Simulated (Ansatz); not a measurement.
Geometry optimisation, Ansatz, RKS PBE/def2-SVP.

Input file:

```yaml
crystal:
  periodic: [false, false, false]
  atoms:
    - { symbol: C, position_ang: [0.4029, 1.377, -0.0063] }
    - { symbol: Ge, position_ang: [-0.6736, -0.2072, -0.3128] }
    - { symbol: C, position_ang: [-0.97449, -0.36466, -2.17898] }
    - { symbol: O, position_ang: [-0.01633, -0.39218, -2.99632] }
    - { symbol: H, position_ang: [-0.2125, 2.2846, -0.4232] }
    - { symbol: H, position_ang: [0.5361, 1.5683, 1.0671] }
    - { symbol: H, position_ang: [1.3521, 1.35, -0.5457] }
    - { symbol: H, position_ang: [0.06283, -1.43041, 0.18372] }
    - { symbol: H, position_ang: [-1.98963, -0.06583, 0.40168] }
    - { symbol: H, position_ang: [-1.95412, -0.32203, -2.61156] }
basis:
  gaussian: { orbitals: def2-SVP }
hamiltonian:
  xc: pbe
relax:
  f_tol: 0.015
  max_steps: 40
```

Launched with:

```bash
$ ansatz run input.yaml --threads 2 --pin off --max-ram 3072MiB --backend cpu --events-out ev --progress --plain --runs-dir out
```

Q: Where does it end, and by what steps?

A: It converged. The force dipped under the threshold on the way, but the program's further checks kept it going. After 32 steps the energy has fallen by 0.397 eV; H10 moved furthest, 0.81 Å.

```tsv
step	energy less start (eV)	largest force component (eV/Å)	accepted
0	0.0000	3.220	yes
2	-0.0968	4.307	no
4	-0.3314	1.748	yes
6	-0.3786	0.043	yes
8	-0.3812	0.321	yes
10	-0.3849	0.185	yes
12	-0.3587	0.934	no
14	-0.3922	0.170	yes
16	-0.3953	0.023	yes
18	-0.3954	0.019	yes
20	-0.3927	0.193	no
22	-0.3964	0.047	yes
24	-0.3967	0.017	yes
26	-0.3967	0.013	yes
28	-0.3969	0.022	yes
30	-0.3969	0.012	yes
32	-0.3969	0.006	yes
```

```xyz
10
Properties=species:S:1:pos:R:3
C 0.434 1.411 0.004
Ge -0.794 -0.098 -0.260
C -0.878 -0.400 -2.262
O -0.070 0.122 -3.004
H -0.127 2.363 0.072
H 1.047 1.287 0.916
H 1.094 1.452 -0.886
H -0.258 -1.412 0.381
H -2.225 0.153 0.297
H -1.689 -1.080 -2.680
```

Whether the end is a true minimum wasn't checked by a vibrational analysis.

Run time: 34 s on 2 threads of AMD EPYC 9R14 (Zen 4) (shared host), peak memory 0.17 GiB.
